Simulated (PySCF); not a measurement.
A calculated (UHF, PySCF 2.14, aug-cc-pVQZ, no relativity, point nucleus) atom or ion has these occupied shells.

| shell | electrons | orbital energy (eV) | rms radius, mean of both spins (bohr) |
| --- | --- | --- | --- |
| 1s α | 1 | -6545.3 | 0.0713 |
| 1s β | 1 | -6545.2 | 0.0713 |
| 2s α | 1 | -793.93 | 0.305 |
| 2s β | 1 | -790.30 | 0.305 |
| 2p α | 3 | -676.97 | 0.274 |
| 2p β | 3 | -673.41 | 0.274 |
| 3s α | 1 | -109.43 | 0.924 |
| 3s β | 1 | -98.299 | 0.924 |
| 3p α | 3 | -74.225 | 0.992 |
| 3p β | 3 | -60.733 | 0.992 |
| 3d α | 5 | -17.440 | 1.28 |
| 4s α | 1 | -7.442 | 3.66 |
| 4s β | 1 | -6.150 | 3.66 |

**Question.** Name the element and its charge.

**Answer.** Mn (manganese, neutral), in [Ar] 3d5 4s2, high-spin 6S determinant.
